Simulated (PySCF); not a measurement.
Species: C3H7O3Si (doublet state).
Structure used (GFN2-xTB), in Å, numbered top down from 1:
```xyz
14
C3H7O3Si angstrom
C      1.105   -1.292    0.333
C      0.146   -0.211    0.040
Si    -1.534   -0.525   -0.751
O     -2.336    0.859   -0.936
C      0.513    1.130    0.371
O     -0.199    2.117    0.194
O      1.745    1.272    0.916
H      1.367   -1.291    1.394
H      0.704   -2.262    0.057
H      2.044   -1.121   -0.200
H     -1.295   -1.130   -2.064
H     -2.281   -1.411    0.146
H     -1.882    1.654   -0.623
H      1.902    2.210    1.102
```

The hyperfine couplings belong to this conformer and change with its torsions.

The species is `C[C]([SiH2]O)C(=O)O` [radical].

Level of theory: UKS B3LYP, pcH-1 on C H O Si, non-relativistic, mean-field spin-orbit, GIAO (PySCF). One conformer (not necessarily the lowest) at the GFN2-xTB geometry, without solvent, vibrations or thermal averaging. A GFN2-xTB geometry isn't a minimum of the functional, and hyperfine couplings can be far from their values at a DFT geometry. Stability of the SCF solution: not tested.

Largest spin populations (Mulliken): C2 (+0.82), O6 (+0.19) and C1 (-0.06). The angles at C2 add up to 360.0°, so it is planar.

(1) How do the β-proton couplings of this frozen conformer go with θ, the angle between the C–H bond and the normal to the plane of the spin centre's three neighbours, both seen down the bond from centre to carbon?

(2) What would the freely rotating methyl group on C1 show?

Results:

(1) 
| β H | on | centre | θ (°) | cos²θ | a (G) |
| --- | --- | --- | --- | --- | --- |
| H8 | C1 | C2 | 33 | 0.70 | +37.12 |
| H9 | C1 | C2 | 89 | 0.00 | +0.29 |
| H10 | C1 | C2 | 30 | 0.74 | +39.27 |

Fitting the Heller–McConnell form a = ρ(B0 + B2 cos²θ), with Mulliken ρ = 0.82, gives B0 = 0.3 G and B2 = 64.1 G; with only two distinct angles the two parameters are fixed exactly. By this fit the coupling would be 52.9 G at θ = 0° and 0.3 G at 90°.

(2) Three equal couplings, a 1:3:3:1 quartet. The mean of the three values of this geometry estimates the splitting: 25.6 G, or 71.7 MHz (three bonds 120° apart have a mean cos²θ of 1/2 at any torsion).

Couplings in gauss use g_iso = 2.0037.
